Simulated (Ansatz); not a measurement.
System: C₂H₅O₂Si, net charge 0, doublet state. It need not be the lowest isomer of its formula. 
Geometry from a B3LYP-D3(BJ)/def2-TZVP (Ansatz, a quantum-chemistry and plane-wave program) optimisation:
```
O
C 1 1.3556
O 2 1.2191 1 121.71
C 2 1.4387 3 124.33 1 -180.00
H 4 1.0789 2 118.32 3 0.00
H 4 1.0793 5 120.76 2 180.00
Si 1 1.6916 2 118.93 3 0.00
H 7 1.4751 1 110.60 2 -61.87
H 7 1.4751 8 111.28 1 -123.35
H 7 1.4755 8 110.57 9 -123.28
```
Charge 0, spin multiplicity 2.

Parts of the frozen-core correlation energy in 6-31G* (Ansatz, hartree). Frozen orbitals: 9; correlated occupied orbitals by spin: 15 and 14; virtual: 65 and 66. UHF or UKS for open shells. No spin-orbit coupling. Non-relativistic.

```
term                            value
-------------------------  ----------
reference (HF)             -517.30052
MP2 opposite-spin                   ?
MP2 same-spin                -0.16935
CCSD correlation                    ?
(T)                                 ?
T1 diagnostic                   0.019
largest doubles amplitude       0.033
<S^2> of the reference          0.812
```

Task: Fill in the missing entries.

Result: 
- MP2 opposite-spin, value: -0.48372
- CCSD correlation, value: -0.69343
- (T), value: -0.02106
